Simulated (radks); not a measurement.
The numbers below are computed, except where a source is named.
Task: Tm+, configuration [Xe] 4f13 6s0.75 6p0.25 (fractional occupations, a model configuration). Code: a radial shooting solver on a logarithmic mesh with Libxc functionals. Model: Dirac Kohn-Sham, PBE, spin-unpolarised, spherical densities, point nucleus; open shells fill j = l - 1/2 first. Some entries of the table are withheld. Estimate them.

orbital,occ.,eigenvalue (hartree),r(max) (bohr),<r> (bohr)
1s1/2,2,-2176.525,0.01261,0.02001
2s1/2,2,(1),0.07206,0.08429
2p1/2,2,-349.9753,0.05403,0.07008
2p3/2,4,-313.9512,0.06035,0.07747
3s1/2,2,-82.71748,0.2035,0.2205
3p1/2,2,-75.14594,0.1912,(2)
3p3/2,4,-67.53895,0.2043,(3)
3d3/2,4,-54.63782,0.1611,0.1973
3d5/2,6,-52.97555,0.1648,0.2016
4s1/2,2,-16.49777,0.4647,0.4977
4p1/2,2,-13.45415,0.4665,0.5062
4p3/2,4,-11.73774,0.4945,0.5381
4d3/2,4,-6.73497,0.4963,(4)
4d5/2,6,-6.42281,0.5053,(5)
5s1/2,2,-2.21637,1.093,1.231
5p1/2,2,-1.39686,1.193,1.391
5p3/2,4,-1.18671,1.283,1.505
4f5/2,6,-0.39279,0.4933,0.7943
4f7/2,7,-0.34883,0.4988,0.8163
6s1/2,0.75,-0.34354,3.100,3.579
6p1/2,0.25,(6),3.895,4.511
6p3/2,0,(7),4.164,4.796

Result: 
(1) 2s1/2 eigenvalue (hartree): -367.2004
(2) 3p1/2 <r> (bohr): 0.2103
(3) 3p3/2 <r> (bohr): 0.2241
(4) 4d3/2 <r> (bohr): 0.5652
(5) 4d5/2 <r> (bohr): 0.5766
(6) 6p1/2 eigenvalue (hartree): -0.21993
(7) 6p3/2 eigenvalue (hartree): -0.20380
